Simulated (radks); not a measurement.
Results of a calculation; reference values are marked as such.
Dipole-allowed excitations along the series with 36 electrons in [Kr]. Code: a radial shooting solver on a logarithmic mesh with Libxc functionals. Model: scalar-relativistic Kohn-Sham, exchange-only LDA, spin-polarised, spherical densities, finite nucleus; Fermi nuclear charge, rms radius of each element as measured or else 0.836 A^(1/3) + 0.57 fm. Time-dependent linear response with the Hartree and adiabatic exchange-only LDA kernel, continuum included through the Sternheimer equations, no spin-orbit coupling, so fine structure and intercombination lines are absent. Lines are the poles of the dipole polarisability below minus the highest occupied eigenvalue, found on a grid refined at the orbital gaps; the lowest seven at most are given, and weak or close lines can be missed. The first line takes the name of the lowest orbital gap if no other gap lies below it; otherwise a line is named after a gap within 0.6 % of it, if that gap stands alone.

\begin{tabular}{lrrrrrrr}
species & -e(HOMO) (eV) & lowest orbital gap (eV) & first line (eV) & f & strongest line (eV) & its f & static alpha (bohr^3) \\ \hline
Sr2+ & 35.109 & 4p-5s 22.309 & 22.447 (4p-5s) & 0.451 & 26.705 (unassigned) & 3.20 & 6.057 \\
Zr4+ & 71.212 & 4p-4d 32.139 & 39.098 (4p-5s) & 0.399 & 39.947 (unassigned) & 5.44 & 3.019 \\
Nb5+ & 92.343 & 4p-4d 36.451 & 45.723 (4p-4d) & 5.45 & the first & 5.45 & 2.292 \\
\end{tabular}
